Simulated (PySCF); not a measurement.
A structure optimised at B3LYP-D3(BJ)/def2-TZVP, used in a PySCF frequency run:

```xyz
2

Tl     0.0000     0.0000    -0.4393
Cl     0.0000     0.0000     2.0929
```

Task: Write its SMILES, formula and point group.

Result: [Cl][Tl], ClTl, C∞v

Task: What are its rotational constants (standard atomic weights)?

Result: 2.6090 GHz (linear rotor, B only)
